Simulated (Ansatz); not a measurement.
CHBS2 (`S=C1BS1`). Total charge 0; spin multiplicity 1. All single points use the PBE0-D4/def2-TZVP geometry.

```xyz
5

S    -0.889   -0.501    2.013
C    -0.198   -0.207    0.613
B     0.053    0.385   -0.729
S     1.282   -0.799   -0.295
H    -0.248    1.122   -1.601
```

Problem. What is the dipole moment at B3LYP/def2-TZVPP? (Estimate.)

Solution. Ansatz gave: 1.70 D, with components (0.66, 0.39, -1.52) D in this frame, pointing from negative to positive charge.

Problem. And with PBE, r2SCAN, ωB97M-V? (An estimate is asked.)

Solution. The calculation gave: PBE 1.55 D, r2SCAN 1.70 D, ωB97M-V 1.77 D.

Problem. Give the Mulliken charges with B3LYP, r2SCAN, ωB97M-V in def2-TZVPP. (Estimate.)

Solution. Computed: 
```json
{"atom": "S1", "B3LYP": "-0.14", "r2SCAN": "-0.13", "ωB97M-V": "-0.11"}
{"atom": "C2", "B3LYP": "0.09", "r2SCAN": "0.09", "ωB97M-V": "0.05"}
{"atom": "B3", "B3LYP": "0.01", "r2SCAN": "0.00", "ωB97M-V": "-0.06"}
{"atom": "S4", "B3LYP": "-0.03", "r2SCAN": "-0.01", "ωB97M-V": "0.01"}
{"atom": "H5", "B3LYP": "0.07", "r2SCAN": "0.05", "ωB97M-V": "0.11"}
```

B3LYP here is the variant with VWN-RPA as its local correlation; programs differ in this.
